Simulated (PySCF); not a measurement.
Isomers of CH10Si3, one GFN2-xTB conformer each. Single-point energies are computed at PBE0/pcSseg-1 (PySCF, gas phase, no added dispersion term), electronic only.

| SMILES | GFN2-xTB relative energy (kJ/mol) |
| --- | --- |
| C[SiH2][SiH2][SiH3] | 24.8 |
| [SiH3]C[SiH2][SiH3] | 0.0 |

Conformers: `[CH3:1][SiH2:2][SiH2:3][SiH3:4]` with C1–Si2–Si3–Si4 -40°; `[SiH3:1][CH2:2][SiH2:3][SiH3:4]` with Si1–C2–Si3–Si4 -69°.

Problem. What does PBE0/pcSseg-1 give for the same structures?

Solution. 
```csv
SMILES,PBE0/pcSseg-1 E (Eh),PBE0/pcSseg-1 (kJ/mol),GFN2-xTB (kJ/mol),point group
C[SiH2][SiH2][SiH3],-912.13078,0.0,24.8,C1
[SiH3]C[SiH2][SiH3],-912.12512,14.9,0.0,C1
```

GFN2-xTB puts [SiH3]C[SiH2][SiH3] lowest instead. 

Problem. Which frontier levels, dipoles and rotational constants go with these structures?

Solution. 
```tsv
SMILES	HOMO (eV, PBE0/pcSseg-1)	LUMO (eV)	dipole (D)	A, B, C (MHz)
C[SiH2][SiH2][SiH3]	-8.23	-0.40	0.54	4754, 1596, 1292
[SiH3]C[SiH2][SiH3]	-8.50	-0.11	0.69	5019, 1511, 1268
```

Problem. As an exercise, what shares would exp(−E/RT) give at 500 K from these electronic energies alone (no entropy, no degeneracies)?

Solution. RT = 4.157 kJ/mol: C[SiH2][SiH2][SiH3] 97.3 %, [SiH3]C[SiH2][SiH3] 2.7 %.
